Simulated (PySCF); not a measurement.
Compound: GeH₆P₂.
SMILES: `[PH2][GeH2][PH2]`

Method used: MP2 and CCSD/aug-cc-pVDZ in PySCF, restricted Hartree–Fock reference, 19 core orbitals frozen, non-relativistic, gas phase, PBE0-D3(BJ)/def2-SVP geometry.

E(HF) = -2760.31291 Eh.

Problem. How large is the problem?

Solution. 144 basis functions and 68 electrons; 19 orbitals frozen, which leaves o = 15 correlated occupied and v = 110 virtual orbitals. That is o·v = 1650 singles and o·v(o·v + 1)/2 = 1362075 distinct closed-shell doubles amplitudes before symmetry; the costliest CCSD step grows as o²v⁴ = 3.3 × 10^10.

Problem. What are the MP2 and CCSD correlation energies?

Solution. MP2 -0.3925 Eh and CCSD -0.4546 Eh, which gives totals of -2760.70544 and -2760.76749 Eh. That is 0.412 eV for each correlated electron at CCSD (1193 kJ/mol in all, 0.016 % of the total energy); MP2 gives 86.4 % of the CCSD value.

Problem. What is the T1 diagnostic?

Solution. 0.0116, below the customary warning level of 0.02. It is the norm of the spatial-orbital singles amplitudes over the root of the number of correlated electrons, so the norm is 0.064.

Problem. How does correlation change the dipole moment?

Solution. HF gives 0.68 D and CCSD (unrelaxed density) 0.58 D, a change of -0.10 D.

Connected triples and the basis-set limit are missing.

The job also held the EOM ionisation roots. Time: 2.8 min. Hardware: one thread of an x86-64 server, no GPU (shared host).

Shape of the structure used: `[PH2:1][GeH2:2][PH2:3]`: H–P1–Ge2–P3 41°, H–P1–Ge2–P3 -53°, H–P3–Ge2–P1 -49°, H–P3–Ge2–P1 45°.

One conformer stands for the species.
